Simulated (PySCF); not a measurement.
Stepwise substitution at one centre (Ga F-OH). Isolated molecules, 0 K electronic values unless said otherwise. One relaxed conformer stands for each flexible species; it need not be the lowest. Strings in code marks are SMILES.

These are PBE0-D4/def2-TZVP in PySCF 2.14.0 values and carry that method's errors. All candidates: neutral, multiplicity 1. Excitations are Tamm–Dancoff values on a coarser integration grid. The basis has no diffuse functions, so Rydberg states are missing or too high.

The brightest of the four lowest singlets (TDA) is 7.83 eV, the T1 excitation (TDA) is 7.17 eV and the LUMO is -2.34 eV.

Task: Say which member has these values.
A) `[OH][Ga]([OH])[F]` (H–O–Ga–F torsion 0°, F–Ga–O–H torsion -180°)
B) `[F][Ga]([F])[F]`
C) `[OH][Ga]([OH])[OH]`
D) `[OH][Ga]([F])[F]` (H–O–Ga–F torsion 180°)

Result: B, `[F][Ga]([F])[F]`. The others give `[OH][Ga]([OH])[F]` (H–O–Ga–F torsion 0°, F–Ga–O–H torsion -180°): 7.23 eV, 5.89 eV, -1.30 eV; `[OH][Ga]([OH])[OH]`: 7.37 eV, 6.02 eV, -0.88 eV; `[OH][Ga]([F])[F]` (H–O–Ga–F torsion 180°): 7.32 eV, 5.95 eV, -1.78 eV
